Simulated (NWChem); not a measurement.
# trimethylarsine (C$_{3}$H$_{9}$As); SMILES C[As](C)C

Results from NWChem. B3LYP is NWChem's, with the RPA form of VWN correlation. Each level has its own optimisation; frequencies are unscaled.

For level B3LYP/3-21G:

- lowest (cm⁻¹) = 133
- zero-point energy (kcal/mol) = 70.5

Task: How do the values read with level PBE-D3(BJ)/def2-SVP instead?

Result: The lowest (cm⁻¹) is 148 and the zero-point energy (kcal/mol) is 67.3.
